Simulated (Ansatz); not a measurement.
Saddle search on GaSiH$_{7}$O, closed shell by partitioned rational-function steps on PBE0-D4/def2-TZVP gradients (Ansatz 0.2.0), from this start:

Ga1  (-0.991, 0.367, -1.474)
H2  (0.528, 1.326, -1.688)
H3  (-0.916, -0.901, -2.381)
H4  (-2.168, 1.352, -1.200)
H5  (0.648, 0.904, -0.777)
O6  (0.148, 0.171, 0.130)
Si7  (0.591, -0.624, 1.526)
H8  (1.041, 0.368, 2.549)
H9  (1.707, -1.584, 1.263)
H10  (-0.588, -1.378, 2.051)
(Å)

```csv
step,energy less the last (meV),largest force (eV/Å),curvature followed (eV/Å²)
1,31.6,0.651,-13.49
2,16.7,0.059,-13.41
3,12.4,0.099,-13.41
4,6.2,0.129,-13.40
5,5.4,0.172,-13.40
6,6.3,0.287,-13.40
7,6.5,0.262,-13.39
8,1.9,0.092,-13.40
9,0.6,0.039,-13.40
10,0.3,0.057,-13.40
11,0.0,0.013,-13.40
12,0.0,0.005,-13.41
```

The search ended at:

Ga1  (-0.963, 0.348, -1.405)
H2  (0.609, 1.186, -1.661)
H3  (-0.854, -1.102, -1.963)
H4  (-2.114, 1.389, -1.474)
H5  (0.605, 0.968, -0.669)
O6  (-0.005, 0.494, 0.334)
Si7  (0.556, -0.576, 1.453)
H8  (1.115, 0.167, 2.610)
H9  (1.619, -1.438, 0.870)
H10  (-0.570, -1.437, 1.904)
(Å)
